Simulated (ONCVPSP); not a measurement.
oxygen (O): one change to an ONCV potential, before and after

| Property | Result |
| --- | --- |
| Element | oxygen (O) |
| Generator | ONCVPSP 4.0.1 |
| Type | optimised norm-conserving Vanderbilt (ONCV) |
| Functional | LDA (Perdew-Zunger) |
| Relativity | scalar-relativistic |
| Frozen core | [He] |
| Valence charge | 6 |
| Reference configuration | 2s2 2p4 |
| Partial waves | 2s: rc 0.70 bohr, ncon 4, nbas 7, qcut 10.6 1/bohr, 1 projector; 2p: rc 1.25 bohr, ncon 3, nbas 7, qcut 13.2 1/bohr, 3 projectors, debl 1.8 Ha; d scattering state at 0.09 Ha: rc 1.30 bohr, ncon 3, nbas 6, qcut 8.2 1/bohr, 2 projectors, debl 4 Ha |
| Local potential | polynomial inside 0.50 bohr (lpopt 1, dvloc0 1 Ha) |
| Core correction | Teter function, fcfact 2, rcfact 1.5 |

Change: all radii but the core radius scaled by about 1.24 (s 0.86, p 1.54, d 1.62 bohr); local potential polynomial inside 0.62 bohr (lpopt 1, dvloc0 1 Ha).

Cutoffs: the cutoffs (Ha) at which the residual kinetic energy of the hardest occupied pseudo-wave falls to 1 and 0.1 mHa per electron; they do not see the model core or the augmentation charge, which bear on the density cutoff. Errors are all-electron minus pseudo energies relative to the spin-unpolarised reference configuration.

How do hardness, ghosts and transferability respond?

The potential gets softer (47 Ha and 57 Ha → 43 Ha and 53 Ha); of the 4 tests that both files solve, the error grows in 4 and shrinks in 0 by more than 15 % and 0.3 meV (median size 56.7 → 103.8 meV); neither file shows a bound ghost. A larger radius leaves more room for a smooth pseudo-wave, so fewer plane waves are needed. More of the atom is replaced by a form fitted at one configuration, so other configurations suffer.

| quantity | base | changed |
| --- | --- | --- |
| cutoff, loose | 47 Ha | 43 Ha |
| cutoff, tight | 57 Ha | 53 Ha |
| loose cutoff by channel | s 42 Ha, p 47 Ha | s 43 Ha, p 36 Ha |
| bound ghosts | none | none |
| GHOST(+) flags under 300 eV | none | none |
| error for 2s2 2p3, meV [ΔE 16.58 eV] | +5.1 | +17 |
| error for 2s2 2p2, meV [ΔE 50.29 eV] | +60 | +143 |
| error for 2s2 2p1, meV [ΔE 104.26 eV] | +267 | +571 |
| error for 2s0 2p6, meV [ΔE 29.23 eV] | +54 | +64 |
| rms error of d²Exc/dni dnj with the model core, mHa | 1.58 | 1.64 |
